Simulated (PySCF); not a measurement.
C3H9O3Si, SMILES [Si](OC)(OC)OC, multiplicity 2. Atoms are numbered in the order given.

```xyz
16

C      0.0260     2.6669    -0.1244
O      0.6388     1.4057    -0.1330
Si     0.0000     0.0000     0.4712
O      0.8979    -1.2561    -0.1330
C      2.2966    -1.3560    -0.1244
O     -1.5367    -0.1496    -0.1330
C     -2.3226    -1.3109    -0.1244
H     -0.9990     2.6250    -0.5304
H     -0.0212     3.0942     0.8932
H      0.6208     3.3487    -0.7508
H      2.6902    -1.5287     0.8932
H      2.5897    -2.2120    -0.7508
H      2.7729    -0.4473    -0.5304
H     -3.2105    -1.1367    -0.7508
H     -1.7738    -2.1777    -0.5304
H     -2.6690    -1.5654     0.8932
```
Charge 0, spin multiplicity 2.

The structure is a stationary point at PBE0-D3(BJ)/def2-SVP. The isomer is the one that the SMILES or the coordinates give; other isomers of the formula were not compared. The values are those of a single conformer.

The numbers are results of SMD-B3LYP/def2-SVP (PySCF), not measurements.

Solvation free energies are E(SMD) − E(gas) at the gas-phase geometry, for 1 M in both phases. In vacuum the dipole moment is 0.48 D.

Q: Rank water, n-hexane, dichloromethane by solvation free energy, most negative first.

A: dichloromethane (-3.0 kcal/mol), n-hexane (-2.0 kcal/mol), water (-1.1 kcal/mol)
